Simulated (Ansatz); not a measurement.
Cartesian coordinates in Å:
```
C -0.993 -0.930 0.963
C -0.111 0.246 0.547
B 0.018 0.464 -0.994
N 1.158 0.783 -1.704
H -1.071 -1.009 2.050
H -2.001 -0.823 0.558
H -0.594 -1.876 0.591
H -0.530 1.173 0.961
H 0.888 0.145 1.000
H 2.067 0.892 -1.273
H 1.168 0.935 -2.698
```

Charge 0, multiplicity 2.

(1) List the r2SCAN/def2-TZVPP orbital energies in eV (Ansatz). (Estimate.)

## Answers

(1) Ansatz gave: α occupied: -385.37, -272.58, -272.45, -180.20, -22.82, -19.48, -15.85, -13.06, -12.98, -11.01, -10.70, -9.13, -8.51, -8.01, -7.38, -4.16. α empty: -0.21, 0.98, 1.75, 2.07, 2.72, 3.26, 3.41, 3.88. β occupied: -385.39, -272.57, -272.43, -179.90, -22.77, -19.44, -15.76, -12.90, -12.68, -10.94, -10.62, -9.08, -8.44, -7.80, -7.38. β empty: -1.02, 0.54, 1.33, 2.05, 2.44, 2.85, 3.51, 3.55. ⟨S²⟩ = 0.754.
